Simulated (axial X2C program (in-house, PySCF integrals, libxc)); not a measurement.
**CaSi⁻: cheaper levels and CCSD(T), two-component**

All values were computed with an axial X2C code built on PySCF integrals. Two-component (2c) means X2C with spin–orbit coupling and atomic mean-field two-electron Coulomb and Gaunt terms. Basis: Ca dyall-acv3z [12s13p7d5f], Si dyall-av3z [9s8p3d2f] (cores contracted in-house); Gaussian nuclei, density fitting, unrestricted open shells. Masses: Ca 39.963 u, Si 27.977 u.

State: Ω = 3/2 (⟨Sz⟩ = 1.50, ⟨Lz⟩ = 0.00 at HF); fragments Ca + Si-.

```tsv
level	Re (Å)	ωe (cm⁻¹)	De (eV)
HF	3.127	176.0	0.944
MP2	3.007	201.4	1.08
CCSD	3.027	196.4	1.17
TPSS	2.896	227.5	1.46
```

Correlated methods: 15 electrons correlated (number of frozen shells: Ca 2 s, 1 p; Si 2 s, 1 p), 285 virtual spin orbitals or spinors in MP2, 90 natural virtuals in coupled cluster.

CCSD(T), same Hamiltonian and basis:

Re = 3.011 Å, ωe = 200.5 cm⁻¹; T1 = 0.026 (Lee–Taylor normalisation).

Task: Give the differences from CCSD(T) in the columns below.

Result: 

```tsv
level	ΔRe (Å)	Δωe (cm⁻¹)
HF	0.116	-24.5
MP2	-0.004	0.9
CCSD	0.016	-4.1
TPSS	-0.115	27.0
```

The state is a single determinant with fixed occupations, the lowest that a limited PBE0 search found. De is counted from the lowest determinant-based energies of the atoms at the same level, without counterpoise correction. De is not given where an atomic determinant may have missed its ground term or J level, or where the truncated virtual space spoils (T). Density functionals use the spin component along the axis (collinear). CCSD and (T) use frozen natural virtuals with an MP2 correction for the truncation; (T) itself is uncorrected, so its De runs slightly low. Other states lie close and PBE0, whose exact exchange favours high spin, may order them wrongly; the determinant shown need not be the ground state. The nearest other 2c determinant of the search, Ω = 1/2, lies 0.22 eV up at the distance of the search. Without a current term, density functionals place determinants with orbital angular momentum somewhat too high. With several unpaired electrons one determinant need not be a pure state. The highest occupied level of some functionals is positive through self-interaction error; at Hartree–Fock it is bound. This is the top spin component of a Σ state; components of lower Ω are not single determinants and can lie lower. Hartree–Fock gets electron affinities wrong, so its lowest charge split need not be the true one.
